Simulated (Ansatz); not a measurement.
This geometry of B2FH3OS (8 atoms, charge 0, multiplicity 1) is a first-order saddle point.

The calculation used Ansatz, RKS PBE-D4/def2-SVP.

```xyz
8
Properties=species:S:1:pos:R:3
B 1.225 1.186 0.278
B -0.078 0.073 0.171
F -1.086 -0.012 1.069
O -0.086 -0.777 -0.900
S -1.307 -1.956 -1.176
H 2.100 1.194 -0.565
H 1.304 1.981 1.195
H -2.073 -1.688 -0.072
```

(1) Which two structures does it join? (They come from a converged band through this point; their orientation in space is the band's.)

(2) How far does it lie above each of them?

Answers

(1) No bond is made or broken. The dihedral H6–B1–B2–F3 goes from 88 to -92°. The two ends are copies of one structure, up to a mirror image or an exchange of like atoms.

Image 0:

```xyz
8
Properties=species:S:1:pos:R:3
B 1.214 1.177 0.271
B -0.020 0.004 0.190
F -0.636 -0.483 1.290
O -0.376 -0.443 -1.045
S -1.596 -1.640 -1.313
H 2.383 0.863 0.400
H 0.971 2.368 0.211
H -1.940 -1.846 -0.004
```

Image 8:

```xyz
8
Properties=species:S:1:pos:R:3
B 1.214 1.176 0.271
B -0.020 0.005 0.192
F -0.637 -0.483 1.291
O -0.376 -0.443 -1.044
S -1.595 -1.640 -1.312
H 0.972 2.368 0.208
H 2.383 0.862 0.399
H -1.940 -1.844 -0.004
```

(2) 0.066 eV above the first and 0.066 eV above the second. This is the barrier of this one path; another mechanism may lie lower.

Time of the run: 3.2 min on 1 thread of Arm Neoverse N1 (shared host), peak memory 0.12 GiB.
